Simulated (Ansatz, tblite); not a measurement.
Cost and result up the ladder for (H2Al-mu-Br)2 (Al2H4Br2) (8 atoms). Total charge 0; singlet. Geometry: PBE0-D4/def2-SVP.

```xyz
8

Al   -0.0856    0.4659   -1.6426
H    -0.0708   -0.7076   -2.6965
H    -0.1700    2.0158   -1.9233
Br   -1.7838   -0.0821    0.0697
Al    0.0856   -0.4661    1.6425
H     0.1698   -2.0169    1.9184
H     0.0711    0.7041    2.7001
Br    1.7836    0.0869   -0.0683
```

Ansatz on 4 threads of Arm Neoverse V1 on a shared host; xTB runs through tblite on one thread. Times are rough, summed over both states, and most runs start from the orbitals of an earlier one. PBE0-D4/def2-TZVP serves as the yardstick here, not as an exact answer. The other state is a triplet.

The xTB rows come from tblite.

xTB has no spin-polarisation term.

```json
{"level": "GFN1-xTB", "functions": "44", "wall time": "0.013 s"}
{"level": "GFN2-xTB", "functions": "40", "wall time": "0.017 s"}
{"level": "PBE-D4/def2-TZVP (with forces)", "functions": "194", "wall time": "7 s"}
{"level": "r2SCAN-D4/def2-TZVP", "functions": "194", "wall time": "16 s"}
{"level": "PBE0-D4/def2-TZVP", "functions": "194", "wall time": "18 s"}
```

Question: Estimate what each level gives for the vertical triplet (eV).

Answer: 
```
                         level  vertical triplet (eV)  difference from PBE0-D4/def2-TZVP (eV)
                      GFN1-xTB                   5.65                                   -0.15
                      GFN2-xTB                   6.00                                    0.21
PBE-D4/def2-TZVP (with forces)                   5.03                                   -0.77
           r2SCAN-D4/def2-TZVP                   5.41                                   -0.38
             PBE0-D4/def2-TZVP                   5.79                                    0.00
```
